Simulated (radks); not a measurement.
Isoelectronic series with 13 electrons, each ion in its NIST ground configuration. Calculated with a radial shooting solver on a logarithmic mesh with Libxc functionals: scalar-relativistic Kohn-Sham, PBE, spin-polarised, spherical densities, point nucleus; open shells are filled with parallel spins first (spin-orbit coupling, left out, can overturn this in heavy ions). Total energies (hartree) and mean radii <r> (bohr) (* marks an orbital that is empty in some or all of the ions):

| ion | configuration | E (hartree) | 3p down* | 3p up | 3s down | 3s up | 2p down |
|---|---|---|---|---|---|---|---|
| Al | [Ne] 3s2 3p1 | -242.69177 | 3.471 | 3.402 | 2.535 | 2.549 | 0.6035 |
| S3+ | [Ne] 3s2 3p1 | -396.55850 | 1.668 | 1.658 | 1.521 | 1.519 | 0.4408 |
| K6+ | [Ne] 3s2 3p1 | -590.18003 | 1.156 | 1.152 | 1.112 | 1.110 | 0.3475 |
| Ti9+ | [Ne] 3s2 3p1 | -823.71416 | 0.8932 | 0.8911 | 0.8817 | 0.8802 | 0.2868 |
| Mn12+ | [Ne] 3s2 3p1 | -1097.44565 | 0.7299 | 0.7286 | 0.7317 | 0.7305 | 0.2441 |
| Ni15+ | [Ne] 3s2 3p1 | -1411.73503 | 0.6178 | 0.6169 | 0.6256 | 0.6246 | 0.2124 |
| Ga18+ | [Ne] 3s2 3p1 | -1767.00920 | 0.5358 | 0.5351 | 0.5462 | 0.5455 | 0.1879 |
| Se21+ | [Ne] 3s2 3p1 | -2163.76028 | 0.4730 | 0.4725 | 0.4846 | 0.4840 | 0.1683 |
| Rb24+ | [Ne] 3s2 3p1 | -2602.54750 | 0.4233 | 0.4229 | 0.4352 | 0.4347 | 0.1524 |
| Zr27+ | [Ne] 3s2 3p1 | -3084.00045 | 0.3830 | 0.3827 | 0.3946 | 0.3942 | 0.1392 |
| Tc30+ | [Ne] 3s2 3p1 | -3608.82348 | 0.3496 | 0.3493 | 0.3607 | 0.3604 | 0.1280 |
| Pd33+ | [Ne] 3s2 3p1 | -4177.80101 | 0.3214 | 0.3212 | 0.3320 | 0.3317 | 0.1184 |
| In36+ | [Ne] 3s2 3p1 | -4791.80395 | 0.2973 | 0.2971 | 0.3072 | 0.3069 | 0.1101 |
| Te39+ | [Ne] 3s2 3p1 | -5451.79715 | 0.2765 | 0.2763 | 0.2856 | 0.2854 | 0.1028 |
| Cs42+ | [Ne] 3s2 3p1 | -6158.8483 | 0.2582 | 0.2581 | 0.2666 | 0.2665 | 0.09641 |
| Ce45+ | [Ne] 3s2 3p1 | -6914.1380 | 0.2422 | 0.2421 | 0.2498 | 0.2496 | 0.09069 |
| Pm48+ | [Ne] 3s2 3p1 | -7718.9726 | 0.2279 | 0.2278 | 0.2347 | 0.2346 | 0.08556 |
| Gd51+ | [Ne] 3s2 3p1 | -8574.7980 | 0.2151 | 0.2150 | 0.2212 | 0.2211 | 0.08093 |
| Ho54+ | [Ne] 3s2 3p1 | -9483.2170 | 0.2036 | 0.2035 | 0.2089 | 0.2088 | 0.07674 |
| Yb57+ | [Ne] 3s2 3p1 | -10446.0101 | 0.1931 | 0.1931 | 0.1977 | 0.1976 | 0.07292 |
